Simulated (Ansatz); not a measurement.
System: NiCl2, charge 0, multiplicity 3. The spin state was set by rule; other spins were not relaxed. SMILES: [Cl][Ni][Cl]
Coordinates optimised at B3LYP-D3(BJ)/def2-TZVP (Ansatz, a program for electronic structure):
```
Ni
Cl 1 2.0751
Cl 1 2.0751 2 180.00
```
Charge 0, spin multiplicity 3.

Parts of the frozen-core correlation energy in def2-SVP (Ansatz, hartree). Frozen orbitals: 19; correlated occupied orbitals by spin: 13 and 11; virtual: 35 and 37. UHF or UKS for open shells. No spin-orbit coupling. No relativistic terms.

| term | value |
|---|---|
| reference (HF) | -2425.47969 |
| MP2 opposite-spin | -0.31302 |
| MP2 same-spin | -0.14598 |
| CCSD correlation | -0.48496 |
| (T) | -0.01192 |
| T1 diagnostic | 0.034 |
| largest doubles amplitude | 0.055 |
| <S^2> of the reference | 2.004 |
